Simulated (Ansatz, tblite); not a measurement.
Forces on the cluster K₂Na₆⁺ at its PBE0/def2-SVP geometry. Total charge 1; doublet.

The xTB rows come from tblite. Another isomer (doublet) lies 0.06 eV lower at PBE0/def2-TZVP; other spin states weren't run for this one.

GFN1-xTB (tblite), largest force 0.37 eV/Å:

```xyz
8
positions Å, forces eV/Å
Na   -0.345    1.450    3.023   -0.048    0.082   -0.001
Na    3.650   -1.241   -0.257   -0.077   -0.003   -0.036
Na    0.404   -2.545   -1.255    0.004   -0.014   -0.136
Na    1.033   -1.683    2.222    0.022    0.044    0.018
Na   -2.112   -0.567    0.464   -0.148    0.058   -0.046
Na    0.883    0.871   -0.328    0.018    0.109   -0.079
K    -2.063    3.536   -0.229    0.139   -0.342   -0.052
K    -1.450    0.180   -3.640    0.090    0.066    0.331
```

GFN2-xTB (tblite), largest force 0.97 eV/Å:

```
Na 0.119 0.126 0.237
Na -0.015 0.019 -0.002
Na 0.173 -0.216 -0.246
Na 0.261 -0.091 0.270
Na -0.908 -0.313 0.148
Na 0.306 0.238 -0.123
K 0.035 0.248 -0.020
K 0.029 -0.011 -0.263
```

PBE/def2-TZVP (Ansatz), largest force 0.05 eV/Å:

```
Na 0.001 -0.029 -0.037
Na -0.051 -0.004 0.012
Na 0.003 0.036 0.008
Na -0.003 0.032 -0.023
Na 0.027 0.008 -0.004
Na 0.005 -0.007 0.006
K 0.010 -0.025 0.008
K 0.007 -0.011 0.031
```
